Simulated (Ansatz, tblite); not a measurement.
Cost and result up the ladder for `CN(C)c1ccc(/C=C/c2ccc(/C=C/c3ccc(/C=C/C#N)s3)s2)s1` (44 atoms). Charge 0, multiplicity 1. Geometry: PBE-D4/def2-SVP.

Cartesian coordinates in Å:
```
C 0.954 7.185 5.357
N 0.386 5.976 4.793
C -0.272 5.027 5.671
C 0.831 5.565 3.564
C 1.655 6.251 2.659
C 1.873 5.523 1.467
C 1.255 4.270 1.426
C 1.302 3.301 0.378
C 0.695 2.066 0.367
C 0.776 1.111 -0.700
C 1.434 1.176 -1.941
C 1.279 0.016 -2.720
C 0.499 -0.984 -2.114
C 0.167 -2.267 -2.649
C -0.592 -3.235 -2.034
C -0.914 -4.519 -2.588
C -0.569 -5.094 -3.828
C -1.080 -6.390 -4.010
C -1.835 -6.860 -2.923
C -2.511 -8.112 -2.729
C -2.552 -9.151 -3.624
C -3.243 -10.362 -3.361
N -3.812 -11.373 -3.159
S -1.888 -5.639 -1.667
S -0.041 -0.433 -0.536
S 0.370 3.990 2.930
H 0.393 7.462 6.269
H 2.031 7.070 5.624
H 0.869 8.026 4.638
H -0.759 5.569 6.503
H -1.063 4.479 5.116
H 0.429 4.272 6.101
H 2.081 7.242 2.857
H 2.485 5.893 0.632
H 1.902 3.610 -0.495
H 0.098 1.769 1.247
H 2.011 2.054 -2.261
H 1.720 -0.119 -3.718
H 0.579 -2.464 -3.654
H -0.993 -3.021 -1.028
H 0.042 -4.569 -4.575
H -0.910 -6.987 -4.917
H -3.043 -8.242 -1.772
H -2.040 -9.082 -4.598
```

Ansatz on 2 threads of AMD EPYC 7R13 on a shared host and a share (18 GiB) of an NVIDIA H100 80GB HBM3; xTB runs through tblite on one thread. Times are rough, summed over both states, and most runs start from the orbitals of an earlier one. PBE0-D4/def2-TZVP serves as the yardstick here, not as an exact answer. The other state is a triplet.

The xTB rows come from tblite. Single mean-field runs in def2-TZVP are fitted with def2-universal-jkfit.

xTB has no spin-polarisation term.

```tsv
level	functions	wall time	vertical triplet (eV)	difference from PBE0-D4/def2-TZVP (eV)
GFN2-xTB	137	0.24 s	1.25	-0.04
GFN1-xTB	155	0.28 s	1.27	-0.02
PBE-D4/def2-TZVP	932	30 s	1.16	-0.14
PBE0-D4/def2-TZVP	932	45 s	1.29	0.00
```
